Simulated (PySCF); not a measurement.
Correlation energy of Ca (calcium, neutral)

[Ar] 4p2, high-spin 3P determinant (an excited configuration). All numbers are calculated (PySCF 2.14, the spin-free X2C one-electron Hamiltonian (Gaussian nucleus), in x2c-TZVPPall with one added diffuse shell each of s, p, d type (7s6p4d, 45 functions)). Frozen: [Ar]; 2 electrons correlated.

With two correlated electrons CCSD is exact within the correlated space (frozen core and kept virtual orbitals).

```
level  correlation energy (mhartree)
 CCSD                         -12.71
```

Diagnostics: T1 = 0.014, D1 = 0.0201, largest double amplitude 0.246.

A double-excitation amplitude exceeds 0.15, a sign of near-degeneracy.

Cost of the coupled-cluster step: of the order of 0.6 core-seconds, for 2 correlated electrons.

Iterations:

```
CC2 = 0
CCSD nocc = (np.int64(2), np.int64(0)), nmo = (36, 36)
frozen orbitals [[0, 1, 2, 3, 4, 5, 6, 7, 8], [0, 1, 2, 3, 4, 5, 6, 7, 8]]
max_cycle = 100
direct = 0
conv_tol = 1e-08
conv_tol_normt = 1e-06
diis_space = 8
diis_start_cycle = 0
Init t2, MP2 energy = -0.0041630917533623
Init E_corr(UCCSD) = -0.00416309175724283
cycle = 1  E_corr(UCCSD) = -0.00662276261308159  dE = -0.00245967086  norm(t1,t2) = 0.0639917
cycle = 2  E_corr(UCCSD) = -0.00820590289303461  dE = -0.00158314028  norm(t1,t2) = 0.0466912
cycle = 3  E_corr(UCCSD) = -0.0121239845250556  dE = -0.00391808163  norm(t1,t2) = 0.0357863
cycle = 4  E_corr(UCCSD) = -0.0124376038452421  dE = -0.00031361932  norm(t1,t2) = 0.0103321
cycle = 5  E_corr(UCCSD) = -0.0130235445292796  dE = -0.000585940684  norm(t1,t2) = 0.0031589
cycle = 6  E_corr(UCCSD) = -0.0125833298069771  dE = 0.000440214722  norm(t1,t2) = 0.00279121
cycle = 7  E_corr(UCCSD) = -0.01273401364404  dE = -0.000150683837  norm(t1,t2) = 0.00110908
cycle = 8  E_corr(UCCSD) = -0.0127242464239116  dE = 9.76722013e-06  norm(t1,t2) = 0.000232262
cycle = 9  E_corr(UCCSD) = -0.0127261162628594  dE = -1.86983895e-06  norm(t1,t2) = 0.00023396
cycle = 10  E_corr(UCCSD) = -0.0127103835275464  dE = 1.57327353e-05  norm(t1,t2) = 0.000151731
cycle = 11  E_corr(UCCSD) = -0.0127101188941746  dE = 2.64633372e-07  norm(t1,t2) = 4.06349e-05
cycle = 12  E_corr(UCCSD) = -0.0127103455640427  dE = -2.26669868e-07  norm(t1,t2) = 1.84099e-05
cycle = 13  E_corr(UCCSD) = -0.0127102617218524  dE = 8.38421903e-08  norm(t1,t2) = 2.78883e-06
cycle = 14  E_corr(UCCSD) = -0.0127102613129825  dE = 4.08869924e-10  norm(t1,t2) = 5.88001e-07
UCCSD converged
E(UCCSD) = -679.4791505576453  E_corr = -0.0127102613129825
```
